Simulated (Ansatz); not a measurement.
`N[B]([SiH3])[SbH2]`, charge 0, multiplicity 1.

(1) Give a relaxed structure at PBE0-D4/def2-TZVP (Ansatz). (Estimate.)

## Answers

(1) Ansatz gave: 
```xyz
11

N    -0.1455   -0.8163    1.4109
B     0.0641   -0.2995    0.1423
Si   -1.3991    0.7242   -0.7932
Sb    2.0178   -0.7131   -0.9160
H     0.5541   -1.3141    1.9389
H    -1.0159   -0.7096    1.9094
H    -1.7170    0.1145   -2.1157
H    -0.9782    2.1312   -1.0450
H    -2.6607    0.7614    0.0081
H     2.3695    0.9484   -1.0811
H     2.9109   -0.8272    0.5413
```
This is one stationary point; other conformers may exist.
